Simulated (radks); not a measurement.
Neutral gold inside a hard spherical wall (all orbitals vanish at R), configuration held at [Xe] 4f14 5d10 6s1 and not refilled when levels cross. Method: scalar-relativistic Kohn-Sham, LDA (Slater exchange, VWN5 correlation), spin-polarised, spherical densities, point nucleus; open shells are filled with parallel spins first (spin-orbit coupling, left out, can overturn this in heavy ions); computed with a radial shooting solver on a logarithmic mesh with Libxc functionals. Eigenvalues in eV for spin up, with the zero of energy where the potential of the charges vanishes at infinity; a dash marks a level that is unbound or too diffuse for the functional's potential to be trusted. A positive occupied level is held by the wall or, in an anion where self-interaction has pushed it up, behind a barrier. The pressure on the wall is -dE/dV.

| R (bohr) | E (hartree) | kinetic (hartree) | e(4f) | e(5p) | e(5d) | e(6s) | e(6p, empty) | e(7s, empty) | pressure (GPa) |
|---|---|---|---|---|---|---|---|---|---|
| free | -19001.4035 | 21260.429 | -81.561 | -60.057 | -7.218 | -6.344 | -1.058 | - | 0 |
| 20 | -19001.4035 | 21260.429 | -81.561 | -60.057 | -7.218 | -6.344 | -1.057 | 0.173 | < 0.0001 |
| 12 | -19001.4035 | 21260.429 | -81.561 | -60.056 | -7.217 | -6.343 | -1.026 | 0.904 | < 0.0001 |
| 10 | -19001.4034 | 21260.430 | -81.555 | -60.051 | -7.212 | -6.338 | -0.947 | 1.714 | 0.00214 |
| 7 | -19001.3994 | 21260.466 | -81.361 | -59.861 | -7.038 | -6.145 | -0.184 | 6.137 | 0.267 |
| 4 | -19001.0990 | 21262.079 | -76.270 | -55.188 | -2.754 | -0.250 | 10.055 | 41.253 | 70.4 |
| 3.5 | -19000.7155 | 21263.840 | -72.212 | -51.660 | 0.666 | 5.107 | 17.951 | 63.539 | 221 |
| 3 | -18999.7485 | 21267.968 | -64.720 | -45.402 | 7.184 | 16.329 | 33.585 | 103.61 | 790 |
| 2.5 | -18997.0190 | 21279.026 | -50.122 | -33.595 | 20.740 | 42.383 | 67.685 | 182.38 | 3410 |
| 1.5 | -18948.3249 | 21453.308 | 57.749 | 72.561 | 153.16 | 333.43 | 400.19 | 828.01 | 168000 |
